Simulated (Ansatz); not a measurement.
Species: H₄GeO, charge 0, singlet. H4GeO (SMILES [OH][GeH3]).
B3LYP-D3(BJ)/def2-TZVP minimum from Ansatz (a first-principles code):
```
Ge
O 1 1.7950
H 2 0.9620 1 112.92
H 1 1.5318 2 104.05 3 -180.00
H 1 1.5422 4 111.57 2 -118.40
H 1 1.5422 4 111.57 5 -123.20
```

Atomisation energy term by term, kcal/mol (programs: Ansatz). Radicals and triplets start from unrestricted determinants; spin-orbit coupling is neglected. Correlated methods leave the cores frozen (noble-gas shells, and filled d and f shells in the p block). No relativity. CBS(X,Y): correlation extrapolated as X^-3, Hartree-Fock from the larger set (Q,5: extrapolated as (X+1)exp(-9√X)). A bracket is a step between two methods taken in the basis named. For partners of very few electrons the exact lower level stands in for a higher one.

| term | basis | kcal/mol |
|---|---|---|
| Hartree-Fock | CBS(cc-pVQZ,cc-pV5Z) | 295.36 |
| CCSD correlation | CBS(cc-pVQZ,cc-pV5Z) | 118.78 |
| (T) | CBS(cc-pVQZ,cc-pV5Z) | 5.71 |
| CCSDT(Q) - CCSD(T) | cc-pVTZ | 0.14 |
| CCSDTQ - CCSDT(Q) | cc-pVDZ | -0.05 |
| sum: De |  | 419.9 |

The step beyond CCSD(T) by other levels: CCSDTQ in cc-pVDZ 0.51; CCSDT(Q) in cc-pVDZ 0.56 kcal/mol.
